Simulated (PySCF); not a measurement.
# Computed properties of Ga(OH)2(OMe) (CH5GaO3), SMILES [OH][Ga]([OH])[O]C

CH5GaO3, SMILES C[O][Ga]([OH])[OH]. Geometry: PBE0-D3(BJ)/def2-SVP. The structure was generated by enumeration; whether it is a known compound was not checked. Other conformers were not sampled. All values are computed for the isolated molecule unless a solvent is named; none is compared with measurement here.

**Structure.** All 24 harmonic modes at PBE0-D3(BJ)/def2-SVP (PySCF) are real, so it is a minimum. With heavy atoms numbered as in [Ga:1]([OH:2])([OH:4])[O:6][CH3:7], the shortest bond between them is O6–C7 at 1.402 Å and the longest Ga1–O4 at 1.773 Å.

**Vibrations.** The strongest infrared lines (harmonic, unscaled, degenerate partners summed) lie at 320 cm⁻¹ (222 km/mol, H 91 %, O 9 %), 1160 cm⁻¹ (176 km/mol, O 39 %, C 37 %, H 23 %), 846 cm⁻¹ (145 km/mol, H 88 %, O 8 %). The softest mode is at 33 cm⁻¹ and the zero-point energy is 43.3 kcal/mol.

**Electronic structure.** r2SCAN/def2-TZVP (PySCF) places the frontier levels at -6.72 and -1.43 eV, a gap of 5.29 eV, and gives a dipole moment of 0.25 D and a mean polarisability of 48.9 bohr³. PBE/def2-TZVP (PySCF) at the same geometry gives -6.39 and -1.79 eV, so its gap is 0.69 eV narrower. An orbital gap is neither the optical nor the fundamental gap.

**Excitations.** TDA-B3LYP/def2-SVPD (PySCF) has S1 at 5.30 eV (234 nm, f = 0.002, dark); the most intense of the 10 singlets computed lies at 7.18 eV (f = 0.16). T1 (TDA) is at 5.04 eV, 0.26 eV under S1. TDA-PBE/def2-SVPD (PySCF) puts S1 at 4.58 eV. No vertical singlet excitation falls in the visible range (under 3.1 eV).

**NMR.** GIAO shifts at PBE0/pcSseg-1 (PySCF) (non-relativistic, atoms alike by connectivity averaged): ¹³C at 59.0 ppm against TMS; ¹H from 1.8 to 4.3 ppm against TMS.
